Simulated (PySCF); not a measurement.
C₆H₇NOS.
Numbering: `[CH3:1][S@@:2](=[O:3])[c:4]1[cH:5][cH:6][n:7][cH:8][cH:9]1` (hydrogens: H10, H11, H12 on C1; H13 on C5; H14 on C6; H15 on C8; H16 on C9)

Cartesian coordinates in Å at the PBE0-D3(BJ)/def2-SVP level; atoms count from 1:
```xyz
16
C6H7NOS angstrom
C      2.6213    0.2697    0.3581
S      1.5829   -0.1674   -1.0688
O      1.7934   -1.6353   -1.2936
C     -0.0002   -0.0075   -0.2030
C     -0.5721    1.2267    0.0917
C     -1.8215    1.2199    0.7114
N     -2.4866    0.1081    1.0156
C     -1.9272   -1.0592    0.7093
C     -0.6821   -1.1799    0.0899
H      2.4187   -0.4591    1.1547
H      2.4121    1.2968    0.6881
H      3.6611    0.1808    0.0149
H     -0.0751    2.1695   -0.1520
H     -2.3090    2.1676    0.9676
H     -2.4996   -1.9579    0.9665
H     -0.2331   -2.1415   -0.1739
```

Computed at PBE0/pcSseg-1 (PySCF, non-relativistic), with Q(33S) = −0.0678 b, Q(17O) = −0.0256 b, Q(14N) = 0.02044 b: S2, 33S (I = 3/2): χzz = 33.23 MHz, η = 0.099; O3, 17O (I = 5/2): χzz = -11.61 MHz, η = 0.326; N7, 14N (I = 1): χzz = -5.561 MHz, η = 0.374.

Q: Find the zero-field quadrupole resonance frequencies of 33S at S2.

A: From ν = (|χ|/2)√(1 + η²/3): ν = 16.64 MHz (sulfinyl sulfur).

Q: Find the zero-field quadrupole resonance frequencies of 17O at O3.

A: From the eigenvalues of H = χ/[4I(2I − 1)] × [3Iz² − I(I + 1) + η(Ix² − Iy²)], steps between neighbouring levels, labelled as for η = 0: ±1/2↔±3/2 1.932 MHz, ±3/2↔±5/2 3.413 MHz (sulfinyl oxygen).

Q: Where would the pure quadrupole (NQR) lines of 14N at N7 fall for the rigid, isolated species?

A: From ν± = (3/4)|χ|(1 ± η/3) and ν0 = |χ|η/2: ν+ 4.691 MHz, ν− 3.650 MHz, ν0 1.040 MHz (pyridine-type nitrogen).

In a crystal, neighbours and librations shift these lines. The small basis limits the accuracy of the gradients.

The run behind these numbers computed NMR shieldings as well. Hardware: one thread, Arm Neoverse V2, on a shared host. Cost: 30 s wall.

One conformer stands for the species.
